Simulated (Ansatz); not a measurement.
Reaction (redistribution): `CB(C)[SiH2]Cl` + `C[SiH](S)Cl` → `C[SiH](S)[SiH2]Cl` + `CB(C)Cl`

Calculated with Ansatz (gas phase, PBE0-D4/def2-TZVP geometries, no zero-point term in ΔE). CCSD(T)/CBS adds triple-zeta CCSD(T) − MP2 to the extrapolated MP2 energy (def2 sets, frozen cores). DFT in def2-TZVPP. B3LYP here is the variant with VWN-RPA as its local correlation; programs differ in this. Each species was taken in one conformer, which may not be the lowest.

Problem. Is it downhill or uphill in electronic energy at CCSD(T)/CBS, and by how much? (Best estimate.)

Solution. The calculation gave: Downhill: ΔE = -4.1 kcal/mol.

Problem. What do these levels give: PBE-D4, B3LYP-D4, ωB97X-V, PBE, B3LYP, CCSD(T)/def2-TZVPP? (Best estimate.)

Solution. The calculation gave: PBE-D4 -5.8, B3LYP-D4 -4.5, ωB97X-V -4.0, PBE -5.3, B3LYP -3.8, CCSD(T)/def2-TZVPP -4.6 kcal/mol.

Largest T1 diagnostic among the species: 0.011.

In def2-TZVPP, CCSD(T) changes the Hartree–Fock value by −2.2 kcal/mol (the triples alone add −0.5 kcal/mol) and MP2 by −2.1 kcal/mol. The D4 term adds −0.7 kcal/mol with B3LYP and −0.4 kcal/mol with PBE0; it sums over pairs of atoms, weighted by their polarisabilities, and B3LYP, whose exchange is more repulsive, gets the larger term.
